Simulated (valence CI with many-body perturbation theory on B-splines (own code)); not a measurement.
## Bi70+: calculated level list

Method: relativistic CI+MBPT: three valence electrons over a frozen Dirac-Fock core [Ne], a basis of 11 s, 11 p, 10 d, 8 f, 5 g, 2 h functions for each j, with the one-electron correlation potential Σ1 (screened to all orders), the two-electron term Σ2, the three-electron term Σ3, Breit, model QED; selected single and double excitations, second order for the rest, scaled by the run's own slope (own B-spline code, finite nucleus).

No measured spectrum was set against this ion. As an estimate, large intervals hold to a few tenths of a per cent, small ones and those within an open d or f shell to about a per cent.

Levels 91 to 135 of 156, with energies above the lowest level, (3s^2 3p1/2) J=1/2. "Leading %" is the weight of the configuration and term that name the level; weights of strongly mixed levels are sums over their largest components and can fall short, so below about 35 % the name and the second component can differ from the true leading terms, or belong to a minority configuration. In the jj column 3d3/2^4 stands for four electrons in 3d with j = 3/2.

| No. | Configuration | Term | J | E (Ry) | Leading % | Leading jj | g | Second component |
| --- | --- | --- | --- | --- | --- | --- | --- | --- |
| 91 | 3p²3d | ⁴D | 5/2 | 188.45 | 27 | 3p3/2^2 3d3/2 (98 %) | 1.150 | 23 % 3p²3d ²F |
| 92 | 3p²3d | ⁴P | 1/2 | 188.58 | 49 | 3p3/2^2 3d3/2 (99 %) | 1.703 | 25 % 3p²3d ²P |
| 93 | 3p²3d | ²F | 7/2 | 188.66 | 43 | 3p3/2^2 3d3/2 (99 %) | 1.089 | 28 % 3p²3d ²G |
| 94 | 3p²3d | ²D | 3/2 | 190.38 | 70 | 3p3/2^2 3d3/2 (98 %) | 0.841 | 13 % 3p²3d ⁴D |
| 95 | 3p²3d | ⁴F | 9/2 | 197.00 | 64 | 3p3/2^2 3d5/2 (100 %) | 1.237 | 36 % 3p²3d ²G |
| 96 | 3p²3d | ²F | 7/2 | 197.00 | 51 | 3p3/2^2 3d5/2 (100 %) | 1.233 | 39 % 3p²3d ⁴D |
| 97 | 3p²3d | ²P | 1/2 | 198.15 | 60 | 3p3/2^2 3d5/2 (99 %) | 1.146 | 25 % 3p²3d ²S |
| 98 | 3p²3d | ²D | 5/2 | 199.64 | 74 | 3p3/2^2 3d5/2 (100 %) | 1.194 | 17 % 3p²3d ⁴D |
| 99 | 3p²3d | ²P | 3/2 | 200.49 | 46 | 3p3/2^2 3d5/2 (98 %) | 1.194 | 26 % 3p²3d ²D |
| 100 | 3p²3d | ²D | 5/2 | 200.78 | 52 | 3p3/2^2 3d5/2 (98 %) | 1.178 | 21 % 3p²3d ⁴P |
| 101 | 3p3d² | ⁴F° | 3/2 | 205.55 | 30 | 3p3/2 3d3/2^2 (99 %) | 0.882 | 26 % 3p3d² ⁴D° |
| 102 | 3p3d² | ⁴F° | 5/2 | 206.17 | 35 | 3p3/2 3d3/2^2 (98 %) | 0.971 | 20 % 3p3d² ²F° |
| 103 | 3p3d² | ²G° | 7/2 | 206.25 | 35 | 3p3/2 3d3/2^2 (98 %) | 1.026 | 27 % 3p3d² ²F° |
| 104 | 3p3d² | ⁴D° | 1/2 | 206.26 | 72 | 3p3/2 3d3/2^2 (99 %) | 0.227 | 24 % 3p3d² ²P° |
| 105 | 3p3d² | ²P° | 3/2 | 208.50 | 35 | 3p3/2 3d3/2^2 (97 %) | 1.348 | 19 % 3p3d² ⁴P° |
| 106 | 3p3d² | ⁴G° | 9/2 | 214.34 | 58 | 3p3/2 3d3/2 3d5/2 (100 %) | 1.162 | 21 % 3p3d² ²G° |
| 107 | 3p3d² | ⁴F° | 7/2 | 214.82 | 32 | 3p3/2 3d3/2 3d5/2 (100 %) | 1.193 | 22 % 3p3d² ⁴D° |
| 108 | 3p3d² | ²H° | 11/2 | 215.75 | 66 | 3p3/2 3d3/2 3d5/2 (98 %) | 1.135 | 34 % 3p3d² ⁴G° |
| 109 | 3p3d² | ⁴P° | 5/2 | 215.87 | 49 | 3p3/2 3d3/2 3d5/2 (100 %) | 1.418 | 36 % 3p3d² ⁴D° |
| 110 | 3p3d² | ²S° | 1/2 | 215.96 | 43 | 3p3/2 3d3/2 3d5/2 (100 %) | 1.647 | 27 % 3p3d² ⁴P° |
| 111 | 3p3d² | ⁴D° | 3/2 | 215.98 | 45 | 3p3/2 3d3/2 3d5/2 (99 %) | 1.105 | 35 % 3p3d² ²D° |
| 112 | 3p3d² | ²F° | 5/2 | 216.01 | 45 | 3p3/2 3d3/2 3d5/2 (100 %) | 1.061 | 41 % 3p3d² ⁴D° |
| 113 | 3p3d² | ²G° | 7/2 | 216.46 | 39 | 3p3/2 3d3/2 3d5/2 (99 %) | 1.101 | 24 % 3p3d² ⁴D° |
| 114 | 3p3d² | ²G° | 7/2 | 217.47 | 39 | 3p3/2 3d3/2 3d5/2 (97 %) | 1.113 | 22 % 3p3d² ⁴F° |
| 115 | 3p3d² | ²D° | 5/2 | 217.65 | 52 | 3p3/2 3d3/2 3d5/2 (97 %) | 1.171 | 16 % 3p3d² ⁴D° |
| 116 | 3p3d² | ²P° | 3/2 | 217.95 | 38 | 3p3/2 3d3/2 3d5/2 (98 %) | 1.240 | 22 % 3p3d² ⁴S° |
| 117 | 3p3d² | ²G° | 9/2 | 217.98 | 73 | 3p3/2 3d3/2 3d5/2 (99 %) | 1.068 | 18 % 3p3d² ²H° |
| 118 | 3p3d² | ²D° | 3/2 | 218.75 | 54 | 3p3/2 3d3/2 3d5/2 (98 %) | 1.091 | 15 % 3p3d² ⁴P° |
| 119 | 3p3d² | ²F° | 5/2 | 219.20 | 69 | 3p3/2 3d3/2 3d5/2 (99 %) | 0.946 | 18 % 3p3d² ²D° |
| 120 | 3p3d² | ²P° | 1/2 | 219.61 | 76 | 3p3/2 3d3/2 3d5/2 (98 %) | 0.681 | 10 % 3p3d² ⁴D° |
| 121 | 3p3d² | ⁴G° | 11/2 | 224.52 | 66 | 3p3/2 3d5/2^2 (98 %) | 1.195 | 34 % 3p3d² ²H° |
| 122 | 3d³ | ²D | 3/2 | 224.84 | 41 | 3d3/2^3 (99 %) | 0.735 | 41 % 3d³ ⁴F |
| 123 | 3p3d² | ²D° | 5/2 | 225.51 | 49 | 3p3/2 3d5/2^2 (98 %) | 1.209 | 21 % 3p3d² ⁴P° |
| 124 | 3p3d² | ²F° | 7/2 | 225.68 | 50 | 3p3/2 3d5/2^2 (99 %) | 1.221 | 40 % 3p3d² ⁴D° |
| 125 | 3p3d² | ⁴F° | 9/2 | 225.94 | 53 | 3p3/2 3d5/2^2 (99 %) | 1.204 | 42 % 3p3d² ²G° |
| 126 | 3p3d² | ²P° | 1/2 | 227.28 | 67 | 3p3/2 3d5/2^2 (98 %) | 0.937 | 20 % 3p3d² ²S° |
| 127 | 3p3d² | ²F° | 7/2 | 228.53 | 53 | 3p3/2 3d5/2^2 (98 %) | 1.158 | 19 % 3p3d² ⁴D° |
| 128 | 3p3d² | ²P° | 3/2 | 228.81 | 68 | 3p3/2 3d5/2^2 (99 %) | 1.276 | 10 % 3p3d² ²D° |
| 129 | 3p3d² | ²D° | 5/2 | 228.82 | 60 | 3p3/2 3d5/2^2 (99 %) | 1.150 | 16 % 3p3d² ²F° |
| 130 | 3p3d² | ²P° | 3/2 | 230.06 | 51 | 3p3/2 3d5/2^2 (97 %) | 1.245 | 19 % 3p3d² ²D° |
| 131 | 3d³ | ⁴F | 5/2 | 234.17 | 80 | 3d3/2^2 3d5/2 (100 %) | 1.050 | 18 % 3d³ ²D |
| 132 | 3d³ | ⁴P | 3/2 | 234.77 | 38 | 3d3/2^2 3d5/2 (99 %) | 1.151 | 34 % 3d³ ⁴F |
| 133 | 3d³ | ²H | 9/2 | 234.91 | 49 | 3d3/2^2 3d5/2 (100 %) | 1.017 | 40 % 3d³ ²G |
| 134 | 3d³ | ²G | 7/2 | 235.05 | 51 | 3d3/2^2 3d5/2 (99 %) | 1.023 | 27 % 3d³ ⁴F |
| 135 | 3d³ | ⁴P | 1/2 | 235.30 | 56 | 3d3/2^2 3d5/2 (100 %) | 1.778 | 44 % 3d³ ²P |

Where two levels of one J and parity lie close, their mixing, g and order are uncertain.
